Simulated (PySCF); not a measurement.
PySCF input for C2H10O2Si2, SMILES CC([SiH2]O)[SiH2]O, SMD-ωB97X/6-31G*. Geometry: B3LYP-D3(BJ)/def2-SVP. This is a generated structure with no PubChem entry under its InChIKey; it may be hypothetical. The values are those of a single conformer.

```python
import numpy as np
from pyscf import gto, scf, dft
from pyscf.solvent import smd

mol = gto.M(
    atom='''
    C    -0.19555580    0.18937038    1.95923640
    C     0.03092035   -0.51651623    0.60410837
    Si    1.25974868    0.44400316   -0.46220250
    O     2.74297274    0.59901819    0.30403084
    Si   -1.56329068   -0.84893936   -0.34966378
    O    -1.96267319    0.45661814   -1.32400468
    H     0.75694610    0.38082148    2.47917575
    H    -0.83460592   -0.40450671    2.63255632
    H    -0.68642850    1.16857951    1.82430225
    H     0.48486149   -1.51293922    0.77723314
    H     0.79135583    1.84200463   -0.64370802
    H     1.40687518   -0.24149698   -1.78151102
    H     3.26197564   -0.20564767    0.41637830
    H    -1.38870683   -1.98640124   -1.28942712
    H    -2.66138621   -1.15372951    0.62151670
    H    -2.13588264    1.30020724   -0.89066601
    ''',
    basis='6-31G*',
    charge=0,
    spin=0,
    max_memory=1600,
    verbose=3,
)
mf = dft.RKS(mol, xc='wb97x').density_fit(auxbasis='def2-universal-jkfit')
mf.grids.level = 3
mf.conv_tol = 1e-9
mf.max_cycle = 100
mf.kernel()
res = {}
for name in ['water', 'acetone', 'n-hexane']:
    s = mf.SMD()
    s.with_solvent.solvent, s.with_solvent.sasa_ng = name, 194
    s.kernel(mf.make_rdm1())
    res[name] = (s.e_tot, s.with_solvent.get_cds(), s.dip_moment(), s.mo_energy, s.converged)
    print(f'SMD {name}: dG(solv) = {(s.e_tot - mf.e_tot) * 627.509474:.3f} kcal/mol, of which CDS {res[name][1] * 627.509474:.3f}')
```

Log of the run:

```
converged SCF energy = -811.627539400097
converged SCF energy = -811.640287998993
Dipole moment(X, Y, Z, Debye):  0.19773, -1.26953,  2.27006
SMD water: dG(solv) = -8.000 kcal/mol, of which CDS 4.432
converged SCF energy = -811.639997940742
Dipole moment(X, Y, Z, Debye):  0.24457, -1.14129,  2.12435
SMD acetone: dG(solv) = -7.818 kcal/mol, of which CDS -1.479
converged SCF energy = -811.633694763215
Dipole moment(X, Y, Z, Debye):  0.21149, -1.03501,  1.84864
SMD n-hexane: dG(solv) = -3.863 kcal/mol, of which CDS -1.804
```

The run converged.

Cost: about 2.0 core-minutes (a rough figure).
